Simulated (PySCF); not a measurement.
C3H6BNO, SMILES CB1CN=CO1. Coordinates come from a ωB97X-D3(BJ)/def2-SVP optimisation. The structure was generated by enumeration, and PubChem lists no compound with its InChIKey, so it may never have been made. The values are those of a single conformer.

Computed equilibrium geometry at ωB97X-D3(BJ)/def2-SVP (PySCF confirms it by a frequency run) as bond lengths and angles (one conformer of several):
Atoms: C1 B2 C3 N4 C5 O6 H7 H8 H9 H10 H11 H12. Bonds (Å): C1–B2 1.565, C1–H7 1.100, C1–H8 1.102, C1–H9 1.105, B2–C3 1.588, B2–O6 1.388, C3–N4 1.475, C3–H10 1.104, C3–H11 1.105, N4–C5 1.263, C5–O6 1.384, C5–H12 1.095. Angles (°): B2–C1–H7 112.6, B2–C1–H8 111.6, B2–C1–H9 108.9, H7–C1–H8 109.3, H7–C1–H9 107.9, H8–C1–H9 106.2, C1–B2–C3 133.0, C1–B2–O6 122.3, C3–B2–O6 104.7, B2–C3–N4 103.3, B2–C3–H10 114.3, B2–C3–H11 114.1, N4–C3–H10 110.0, N4–C3–H11 109.9, H10–C3–H11 105.3, C3–N4–C5 106.4, N4–C5–O6 119.0, N4–C5–H12 126.0, O6–C5–H12 115.0, B2–O6–C5 106.6.
Charge 0, spin multiplicity 1.
